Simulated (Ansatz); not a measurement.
Zr(NH2)Cl3 (ZrNCl₃H₂) was relaxed with PBE-D4 (def2-SVP) in Ansatz in these states: charge +1 doublet, neutral singlet. The geometries follow in no particular order.

In the def2 sets Zr takes a core potential; there is no spin–orbit coupling.

A:

```xyz
7

Zr   -0.518    0.200    0.476
N     0.860   -0.322   -0.881
H     0.796   -1.119   -1.527
H     1.768    0.140   -1.015
Cl   -2.566   -0.693   -0.256
Cl   -0.443    2.546    0.658
Cl    0.103   -0.751    2.546
```

B:

```xyz
7

Zr    0.575    0.036   -0.740
N    -0.871    0.019    0.885
H    -0.971    0.752    1.614
H    -1.493   -0.775    1.134
Cl    0.955    2.244   -1.272
Cl   -0.263   -1.330   -2.393
Cl    2.069   -0.947    0.772
```

Problem. Judge from the bond lengths which geometry belongs to which state (an estimate).

Solution. A is the neutral singlet (Zr1–N2 2.003 Å, Zr1–Cl6 2.354 Å, Zr1–Cl5 2.352 Å); B is the charge +1 doublet (Zr1–N2 2.175 Å, Zr1–Cl6 2.302 Å, Zr1–Cl5 2.302 Å).
